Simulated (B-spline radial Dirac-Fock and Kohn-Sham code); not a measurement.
**K-line shifts caused by a second vacancy in Ba¹²⁺**

System: the Ba¹²⁺ ion, configuration [Kr] 4d8.

These are calculated numbers from a B-spline atomic structure program; the model is Dirac-Fock ΔSCF + Breit + QED. Each two-hole energy is an average over J within one jj subconfiguration, not an observable level; in light atoms, where LS coupling holds, the j-resolved values are not observed lines, and for a K spectator the Kα1 hypersatellite is nearly forbidden. The model has no electron correlation.

Lines without a spectator: Kα2 (K-L2) 31816.1 eV, Kα1 (K-L3) 32193.2 eV, Kβ3 (K-M2) 36306.6 eV, Kβ1 (K-M3) 36381.3 eV. Shifts in eV with one spectator hole (a dash: not computed, or left out as unreliable):

```
spectator hole    Kα2     Kα1     Kβ3     Kβ1
    L2 (2p1/2)  +76.5   +97.8       –  +202.8
    L3 (2p3/2)  +70.6   +72.2  +173.4       –
    M2 (3p1/2)      –  +12.65  +28.11   +33.7
    M3 (3p3/2)  +8.73       –  +27.64  +27.28
```

**Question.** Where does the K-L3 hypersatellite lie, emitted when both K electrons are missing?

**Answer.** +693.1 eV from the normal line, at 32886.3 eV. Removing both K electrons costs 76294.3 eV, which is 948.6 eV more than twice the K binding energy.

With n spectator holes in 2p, averaged over the 2p shell (energies in eV):

| n | KαLⁿ | step | hypersatellite KαʰLⁿ |
| --- | --- | --- | --- |
| 0 | 32067.4 | – | 32751.5 |
| 1 | 32146.3 | +78.9 | 32832.0 |
| 2 | 32226.6 | +80.3 | 32913.8 |
| 3 | 32308.2 | +81.7 | 32997.1 |
| 4 | 32391.3 | +83.0 | 33081.8 |
| 5 | 32475.7 | +84.4 | 33167.8 |
